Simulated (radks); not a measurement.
The zirconium ion Zr3+, 37 electrons, occupied as [Ar] 3d10 4s1.5 4p6 4d1 5d0.5 (fractional occupations, a model configuration). Method: scalar-relativistic Kohn-Sham, LDA (Slater exchange, VWN5 correlation), spin-polarised, spherical densities, point nucleus; open shells are filled with parallel spins first (spin-orbit coupling, left out, can overturn this in heavy ions); computed with a radial shooting solver on a logarithmic mesh with Libxc functionals. Some entries of the table are withheld. Estimate them.

orbital,occ.,eigenvalue (eV),<r> (bohr),<r^2> (bohr^2)
1s up,1,-17833.58,0.03711,0.001857
1s down,1,-17833.46,0.03711,0.001857
2s up,1,-2501.117,0.1628,0.03124
2s down,1,-2500.913,0.1628,0.03124
2p up,3,-2235.867,0.1418,0.02458
2p down,3,-2235.691,0.1418,0.02458
3s up,1,-437.6700,0.4593,0.2419
3s down,1,-437.4461,0.4592,0.2418
3p up,3,-351.2691,0.4626,0.2495
3p down,3,-351.0286,0.4625,0.2493
3d up,5,-208.9951,0.4524,0.2476
3d down,5,-208.7083,0.4520,0.2471
4s up,1,-87.0372,1.191,1.604
4s down,0.5,-85.7635,1.190,1.603
4p up,3,-64.3799,1.321,1.991
4p down,3,-63.0906,1.322,1.993
4d up,1,-32.4849,1.756,3.593
4d down,0,-31.2644,1.765,3.634
5s up,0,-26.9638,2.831,8.973
5s down,0,-26.0232,2.845,9.066
5p up,0,(1),3.276,12.03
5p down,0,(2),3.304,12.25
5d up,0.5,-13.7657,(3),21.95
5d down,0,-13.0599,(4),23.05

Answer. 
(1) 5p up eigenvalue (eV): -21.3236
(2) 5p down eigenvalue (eV): -20.4431
(3) 5d up <r> (bohr): 4.421
(4) 5d down <r> (bohr): 4.529
